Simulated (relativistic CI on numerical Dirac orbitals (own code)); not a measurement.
# How well does a small relativistic CI reproduce Ho I?

Computed by Dirac-Coulomb-Breit CI, KLI orbitals optimised for each configuration, a model potential for QED, valence Slater integrals scaled by 0.85, P86 correlation estimate, and configurations built on the next ion tied to the tabulated ionisation energy (semi-empirical) (own radial code, finite nucleus).

CI space (outside the closed core [Xe]): 4f11 6s2, 4f10 6s2 5d, 4f11 6s 6p, 4f11 6s 6d, 4f11 6s 7s, 4f11 6s 7p, 4f11 6s 7d, 4f11 6s 8s, 4f11 6s 6f, 4f11 6s 7f, 4f10 6s2 6p, 4f11 6p2, 4f11 5d2, 4f12 6g, 4f10 6s2 8s, 4f11 6p 7s, 4f10 6s2 7s, 4f9 6s2 7s2, 4f11 7s2, 4f12 6s, 4f13. Levels of other configurations are missing.

```csv
Configuration,Term (tabulated),J,Measured (cm⁻¹),Computed,Error,Purity (%)
4f11 6s2,4I°,15/2,0.0,0,0,92
4f11 6s2,4I°,13/2,5419.7,5461,41,94
4f11 6s2,4I°,11/2,8605.2,8610,5,80
4f11 6s2,4I°,9/2,10695.8,10686,-9,62
4f11 6s 6p,"(15/2,0)",15/2,15855.3,14494,-1361,63
4f11 6s 6p,"(15/2,1)",17/2,16709.8,15212,-1497,45
4f11 6s 6p,"(15/2,1)",15/2,16882.3,15562,-1320,32
4f11 6s 6p,"(15/2,1) †",17/2,24360.8,21841,-2520,52
4f11 6s 6p,"(15/2,1) †",15/2,24660.8,20768,-3893,35
4f11 6s 6p,"(13/2,1)",15/2,29642.6,22120,-7523,43
```

Measured levels from NIST Handbook of Basic Atomic Spectroscopic Data (Sansonetti and Martin, J. Phys. Chem. Ref. Data 34, 1559 (2005)); pairs were made by configuration, J and term (by order where the table uses no LS term), so strongly mixed levels may be paired wrongly.

Mean error by configuration (cm⁻¹): 4f11 6s2 12; 4f11 6s 6p -2926. Over the excited levels the mean absolute error is 1680 cm⁻¹ (9 of the 34 excited levels that our extract of the source holds in range could be paired, and the others can miss by more), and the median relative error of those above 1,000 cm⁻¹ is 7.8 %. Some levels of the ground configuration have no partner. † marks terms whose computed intervals miss the measured ones by more than a factor of 2.5, or configurations far off the rest, from wrong mixing, a near crossing or a doubtful label or measurement; they are left out of the means.
